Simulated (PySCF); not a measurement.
# WSCl4: one-bond stretch

Level of theory: PySCF, B3LYP, basis W def2-SVP with ECP60, S def2-SVP, Cl def2-SVP (scalar-relativistic core potentials, no spin–orbit coupling, density fitting).

Rigid scan from the singlet minimum (W–Cl 2.321 Å (×4), W–S 2.107 Å; Cl–W–Cl 86.5° (×4), Cl–W–Cl 151.2° (×2), Cl–W–S 104.4° (×4)). Coordinate: the bond from W to the last atom (Cl) scaled, the rest fixed. Energies in kJ/mol from the minimum.

```json
{"scale of one bond": "0.92", "E (kJ/mol)": "32.4", "dipole size (D)": "1.25"}
{"scale of one bond": "0.96", "E (kJ/mol)": "7.1", "dipole size (D)": "0.90"}
{"scale of one bond": "1.00", "E (kJ/mol)": "0.0", "dipole size (D)": "0.86"}
{"scale of one bond": "1.05", "E (kJ/mol)": "8.3", "dipole size (D)": "1.21"}
{"scale of one bond": "1.12", "E (kJ/mol)": "38.8", "dipole size (D)": "1.92"}
{"scale of one bond": "1.20", "E (kJ/mol)": "86.2", "dipole size (D)": "2.74"}
{"scale of one bond": "1.35", "E (kJ/mol)": "179.0", "dipole size (D)": "4.09"}
{"scale of one bond": "1.55", "E (kJ/mol)": "279.1", "dipole size (D)": "–"}
{"scale of one bond": "1.80", "E (kJ/mol)": "360.9", "dipole size (D)": "–"}
{"scale of one bond": "2.20", "E (kJ/mol)": "428.4", "dipole size (D)": "–"}
```

At long bonds a restricted determinant can lie too high, and another spin state can fall below this curve.

No spin–orbit coupling is included, which matters more the heavier the element.

The scan took about 7 core-minutes on a shared host.
